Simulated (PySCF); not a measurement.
# Two-component Hartree-Fock for Lu⁶²⁺ (lutetium, charge +62)

Start: [He] 2s2 2p5; 2p1/2 filled at m_j = -1/2, +1/2; 2p3/2 filled at m_j = -1/2, +1/2, +3/2. Calculated with PySCF 2.14 in an even-tempered Gaussian basis (17 s from 45 bohr⁻², ratio 2.4; 13 p from 59 bohr⁻², ratio 2.4; 5 d from 200 bohr⁻², ratio 2.6; 4 f from 300 bohr⁻², ratio 2.6): generalised Hartree-Fock with the X2C-1e Hamiltonian and a Gaussian nucleus; one run each with spin-orbit coupling (SO) switched off, then screened by Boettger's factors.

```json
{"spinor shell": "1s1/2", "electrons": "2", "ε, spin-free (eV)": "-69330.8", "ε, screened SO (eV)": "-69306.0", "weight of nominal j (screened SO)": "1.000", "rms radius, screened SO (bohr)": "0.0219"}
{"spinor shell": "2s1/2", "electrons": "2", "ε, spin-free (eV)": "-16147.5", "ε, screened SO (eV)": "-16140.5", "weight of nominal j (screened SO)": "1.000", "rms radius, screened SO (bohr)": "0.0864"}
{"spinor shell": "2p1/2", "electrons": "2", "ε, spin-free (eV)": "-14913.7", "ε, screened SO (eV)": "-15741.0", "weight of nominal j (screened SO)": "1.000", "rms radius, screened SO (bohr)": "0.0733"}
{"spinor shell": "2p3/2", "electrons": "3", "ε, spin-free (eV)": "-14913.7", "ε, screened SO (eV)": "-14569.3", "weight of nominal j (screened SO)": "1.000", "rms radius, screened SO (bohr)": "0.0799"}
```

| quantity | spin-free | screened SO |
| --- | --- | --- |
| E (hartree) | -9551.89078 | -9575.82515 |
| M_J | 3/2 | 3/2 |
| ⟨J²⟩ | 3.750 | 3.750 |
| ⟨L²⟩ | 2.000 | 2.021 |
| ⟨S²⟩ | 0.750 | 0.771 |

Each row is a mean over spinors that exchange with the open shell spreads, by up to 61.411 eV (2s1/2).

Breit and QED terms are absent; they matter most for the inner s and p1/2 levels.

Densities and radii are taken from the X2C orbitals without a picture-change correction, which distorts them close to the nucleus.

Without spin-orbit coupling the j labels of p, d and f shells carry no meaning; the spin-free column gives the mean over the occupied spinors of each nl shell.
